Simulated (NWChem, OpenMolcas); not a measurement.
# OpenMolcas → NWChem

This OpenMolcas 26.06 job computes CBrClF2 (SMILES FC(F)(Cl)Br):

struct.xyz:
```
5

F     -1.436393     0.058368     1.036888
C     -0.019800    -0.087100     0.067100
F      0.823600    -0.897500     0.690400
Cl    -0.444800    -0.770600    -1.492300
Br     0.800400     1.656800    -0.119700
```

job.input:
```
* CBrClF2 Kohn-Sham DFT
&GATEWAY
BasLib=$CurrDir
Coord=struct.xyz
Basis=cc-pVDZ
Group=NoSym
&SEWARD
GridInput
Grid=UltraFine
End of Grid
&SCF
KSDFT=2
1.0 MGGA_X_TPSS
1.0 MGGA_C_TPSS
Thresholds=1e-10 1e-07 1e-07 1e-05
PrOrbitals=1 1
```

```bash
$ export MOLCAS_MEM=1860
$ pymolcas job.input > job.log
```

(Basis files named in the input come from the Basis Set Exchange and aren't shown.)

The F1–C2 distance was set to 1.723 Å, away from the relaxed value.

It gives a total energy of -3272.026739 Eh.

Question: How is this level of theory, on these atoms, set up in NWChem 7.3.0 as an input file of the program's own?

Answer: One way, which was run:

mol.nw:
```
start mol
memory 2200 mb
geometry units angstrom noautosym nocenter noautoz
  F    -1.436393    0.058368    1.036888
  C    -0.019800   -0.087100    0.067100
  F     0.823600   -0.897500    0.690400
  Cl   -0.444800   -0.770600   -1.492300
  Br    0.800400    1.656800   -0.119700
end
basis spherical bse
  * library cc-pVDZ
end
dft
  xc xtpss03 ctpss03
  grid xfine
  convergence energy 1e-08
  maxiter 100
  mulliken
  print medium
end
task dft energy
```

```bash
$ nwchem mol.nw > mol.out
```

Its energy is -3272.026741 Eh, 0.002 mEh from the first.
